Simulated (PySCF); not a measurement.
Delta-SCF ions had no search for a lower state. Excitations are Tamm–Dancoff values on a coarser integration grid. The basis has no diffuse functions, so Rydberg states are missing or too high.

Z-matrix (Å, degrees):
```
Ge
H 1 1.5430
H 1 1.5432 2 107.60
Ge 1 2.4260 2 109.27 3 -118.49
H 4 1.5430 1 109.28 2 -57.79
H 4 1.5432 5 107.61 1 118.54
Ge 4 2.4262 5 109.69 6 118.51
H 7 1.5426 4 109.33 5 64.59
H 7 1.5427 8 107.76 4 -118.06
Ge 7 2.4247 8 109.85 9 -119.67
H 10 1.5399 7 109.69 8 -54.98
H 10 1.5400 11 108.57 7 119.90
H 10 1.5404 11 108.80 12 118.18
Ge 1 2.4263 2 109.53 3 118.64
H 14 1.5426 1 109.20 2 62.51
H 14 1.5427 15 107.76 1 -118.19
Ge 14 2.4244 15 109.86 16 -119.59
H 17 1.5399 14 109.73 15 -60.89
H 17 1.5399 18 108.58 14 119.88
H 17 1.5404 18 108.78 19 118.22
```
Charge 0, multiplicity 1.

### Question
Give the vertical ionisation energy (Delta-SCF), HOMO, S1 excitation (TDA), HOMO–LUMO gap and brightest of the four lowest singlets (TDA) at the level PySCF with PBE0-D3(BJ)/def2-TZVP // PBE0-D3(BJ)/def2-SVP.

### Answer

```
Quantity                                       Result
-------------------------------------------  --------
vertical ionisation energy (Delta-SCF)        8.48 eV
HOMO                                         -7.15 eV
S1 excitation (TDA)                           5.69 eV
HOMO–LUMO gap                                 6.28 eV
brightest of the four lowest singlets (TDA)   5.69 eV
```
